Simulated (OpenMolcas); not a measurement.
**Tm IV: from CASSCF to CASPT2**

| Quantity | Value |
| --- | --- |
| Program | OpenMolcas 26.06 |
| Basis | ANO-RCC-VQZP [9s8p6d4f3g2h] |
| Scalar Hamiltonian | DKH2, point nucleus |
| Active space | 12 electrons in 7 orbitals (4f) |
| State averaging | 2S+1 = 3 even, 21 roots; 2S+1 = 1 even, 28 roots (27 in the spin-orbit step) |
| Spin-orbit coupling | state interaction with AMFI integrals over the reference wave functions, term energies averaged over their components |

Methods on the same reference wave functions:
A. CASSCF
B. SS-CASPT2, IPEA 0.25 Eh, imaginary shift 0.1 Eh (closed shells correlated: 5s 5p)

Energies in eV above 4f12 3H6, the measured ground level; measured values from the list in Tchang-Brillet, Wyart, Meftah and Ait Mammar, Atoms 6, 52 (2018).

```csv
Level,A,B,Measured
4f12 3H6,0.0000,0.0000,0.0000
4f12 3F4 [53 %],0.8447,0.696,
4f12 3H5,1.0327,1.036,1.0187
4f12 3H4 [59 %],1.6526,1.579,1.5557
4f12 3F3,2.0262,1.792,1.7867
4f12 3F2,2.1951,1.905,1.8709
4f12 1G4 [58 %],2.7257,2.679,2.6253
4f12 1I6,5.1402,4.713,4.3803
4f12 3P1,5.6690,4.893,
4f12 3P2 [65 %],5.7570,5.059,4.7774
4f12 3P0,5.8357,5.060,
```

Deviations, from unrounded energies. A percentage is the sum of absolute deviations over the sum of measured energies, with the sign that they share, or ± where signs differ.

```csv
Against measurement,Levels,A,B
mean absolute deviation (cm-1),7,2900,860
fine structure of the ground term (%),2,+4.3,+1.6
other terms of the ground configuration (%),5,+15.6,+4.6
```

B lies closest to measurement on these levels. The largest miss of B in the table is 4f12 1I6, by +2700 cm-1. The ranking rests on the paired levels alone, and a cruder setting can come out closer through cancelling errors.

From A to B the spin-free energies of the other terms of 4f12 shown, above 3H, scale by factors of 0.76 to 0.96, as is usual when dynamic correlation screens the repulsion within a d or f shell.

The lowest spin-free term lies below A's lowest term by 1.109 hartree in B.

Term energies are means over components that CASPT2 splits; among the terms shown or strongly mixed into the levels shown the widest spread is 1500 cm-1 (4f12 1I, B). Some high roots are left out of the spin-orbit mixing, which shifts the levels that they would mix with. Without dynamic correlation excited terms often stand tens of per cent too high (terms of higher spin than the ground term too low), and those without a measured partner can miss by more than the paired ones (holds for A). The CASPT2 spread within a term exceeds the gap to the next term for 4f12 1I and 4f12 3P, so the order of their levels is uncertain (holds for B). Measured partners are found by configuration, term and J. A level has none where our copy of the source lacks it or the pairing is in doubt (some pairs that miss far off the trend of their configuration count as doubtful), and it then counts in no deviation. Only configurations of the active space appear. The table leaves out levels that lie high or whose names do not pair safely across all columns.

A share in square brackets marks a mixed level and gives the weight of the term that names it, the lowest over the columns.
